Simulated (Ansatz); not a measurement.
Bond stretch in H4F4In2N2, singlet. The N3–H12 bond (N3 also carries H, In, In; H12 carries nothing else) is varied alone, starting from the PBE0/def2-SVP, def2 effective core potentials past Kr optimised geometry.

Level of theory: Ansatz (a quantum-chemistry and plane-wave program) with restricted CAM-B3LYP/def2-SVP, def2 effective core potentials past Kr.

The batch members p0 to p7 hold the bond at 0.84, 0.90, 0.97, 0.98, 1.02, 1.06, 1.11, 1.16 Å.

Ansatz input:

Ansatz 0.2 input:
```yaml
# input.yaml
basis:
  gaussian: { orbitals: def2-svp }
hamiltonian:
  xc: cam_b3lyp
batch:
  members: [p0.yaml, p1.yaml, p2.yaml, p3.yaml, p4.yaml, p5.yaml, p6.yaml, p7.yaml]

# p4.yaml, one of the 8 members of this batch
crystal:
  periodic: [false, false, false]
  atoms:
    - { symbol: In, position_ang: [-1.61472358, -1.19269059, -0.88581424] }
    - { symbol: In, position_ang: [1.61495881, -1.18978961, -0.88928357] }
    - { symbol: N, position_ang: [0.0, 0.0, 0.0] }
    - { symbol: H, position_ang: [0.0, 0.97837989, -0.29509328] }
    - { symbol: F, position_ang: [-2.5562234, -0.1682529, -2.25818458] }
    - { symbol: F, position_ang: [-2.53565094, -2.22394473, 0.49552776] }
    - { symbol: N, position_ang: [0.00024918, -2.37819559, -1.78048684] }
    - { symbol: H, position_ang: [0.00025099, -2.36906707, -2.802387] }
    - { symbol: H, position_ang: [0.00047371, -3.35914479, -1.49419952] }
    - { symbol: F, position_ang: [2.54077932, -0.15961938, -2.26833869] }
    - { symbol: F, position_ang: [2.55415501, -2.21526076, 0.48377433] }
    - { symbol: H, position_ang: [0.0, 0.0, 1.02] }
total_charge: 0
magnetization:
  spin_polarized: false
```

Lines of the output on each member:

```
Member 1: Total energy: -24249.11582482 eV, -891.1385699211 hartree
Member 2: Total energy: -24249.47842326 eV, -891.1518951678 hartree
Member 3: Total energy: -24249.50257337 eV, -891.1527826683 hartree
Member 0: Total energy: -24248.44406313 eV, -891.1138831345 hartree
Member 4: Total energy: -24249.54538668 eV, -891.1543560283 hartree
Member 5: Total energy: -24249.51669390 eV, -891.1533015881 hartree
Member 6: Total energy: -24249.40451451 eV, -891.1491790716 hartree
Member 7: Total energy: -24249.22996591 eV, -891.1427645287 hartree
```

The restricted form behind RKS-CAM-B3LYP keeps the bonding electrons paired and can't separate into open-shell fragments.
